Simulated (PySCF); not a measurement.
# How methods differ on the ionisation energy of Ta⁵⁹⁺

Ta⁵⁹⁺ [Ne] 3s2 3p2 (3P) → Ta⁶⁰⁺ [Ne] 3s2 3p1 (2P), as a difference of total energies. Calculation: PySCF 2.14, in an uncontracted even-tempered set (17 s from 16 bohr⁻², ratio 2.5; 12 p from 20 bohr⁻², ratio 2.5; 4 d from 79 bohr⁻², ratio 2.7; 4 f from 120 bohr⁻², ratio 2.7); scalar relativity by spin-free X2C-1e. Correlated levels: outer shells: 1s2 frozen; virtual orbitals above 40 to 60 times the deepest correlated orbital energy dropped. The calculations carry no spin-orbit coupling.

```json
{"method": "UHF", "ionisation energy (eV)": "6149.5"}
{"method": "LDA", "ionisation energy (eV)": "6150.4"}
{"method": "PBE", "ionisation energy (eV)": "6151.7"}
{"method": "PBE0", "ionisation energy (eV)": "6151.5"}
{"method": "r2SCAN", "ionisation energy (eV)": "6152.2"}
{"method": "M06-2X", "ionisation energy (eV)": "6152.0"}
{"method": "TPSS", "ionisation energy (eV)": "6151.8"}
{"method": "MP2 (outer shells)", "ionisation energy (eV)": "6150.2"}
{"method": "SCS-MP2 (outer shells)", "ionisation energy (eV)": "6149.9"}
```

Spin-orbit coupling is strong in these open shells (close to jj coupling). The scalar numbers leave it out and a first-order estimate fails, so it can dominate the gap to the real levels.

Breit and QED terms and the two-electron picture change are absent.

For comparison: 6364 ± 7 eV (theoretical estimate listed by NIST; NIST Atomic Spectra Database, ionization energies).
